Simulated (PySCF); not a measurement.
Assignment exercise: C$_{3}$H$_{6}$N$_{2}$O$_{2}$Si

Atom-mapped SMILES (the numbers label the heavy atoms): `[CH3:1][SiH2:2][O:3][c:4]1[n:5][cH:6][n:7][o:8]1`. Hydrogens are named by the atom that carries them.

One conformer, no solvent, no relativistic terms, rapidly exchanging positions averaged. Structure optimised with GFN2-xTB; shielding tensors at PBE0/pcSseg-1 (GIAO); PySCF 2.14.0 with density-fitted response routines.

References, each an isolated molecule treated in the same way: 13C and 1H against TMS.

(1) Assign these signals to the numbered atoms. 13C{1H} NMR (computed): δ 180.6 (C), 162.3 (CH), -3.4 (CH3).

(2) Assign these signals to the numbered atoms. 1H NMR (400 MHz, computed): δ 8.05 (s, 1H), 5.28 (q, 2H), 0.70 (t, 3H).

Results:

(1) 
180.6 → C4, aromatic carbon bearing oxygen: σ withdrawal by the attached heteroatom moves it downfield of the ring CH carbons
162.3 → C6, aromatic CH between two ring heteroatoms
-3.4 → C1, methyl carbon bonded to Si: an electropositive neighbour leaves it electron-rich and shielded

(2) 
| δ (ppm) | atoms | environment | reason |
| --- | --- | --- | --- |
| 8.05 | H(C6) | hydrogen on an aromatic CH between two ring heteroatoms | the ring current deshields protons in the ring plane |
| 5.28 | H(Si2) | hydrogen on a silicon bonded to C, O | – |
| 0.70 | H(C1) | hydrogen on a methyl carbon bonded to Si | an electropositive neighbour shields it, as in TMS itself |

Shifts are as computed. Against solution values, carbons near 30 ppm lie about +3 ppm off and those near 130 ppm about +5 ppm. Of 1211 compounds with measured shifts, 218 miss one by over three times the rms of a fit or turn the order of signals round; such compounds aren't used in these exercises. No couplings were computed; multiplicities are counted from neighbouring protons, with m where these are inequivalent, close in shift, in a saturated or five-membered ring or joined by F or P, and br s for small geminal =CH2 splittings.
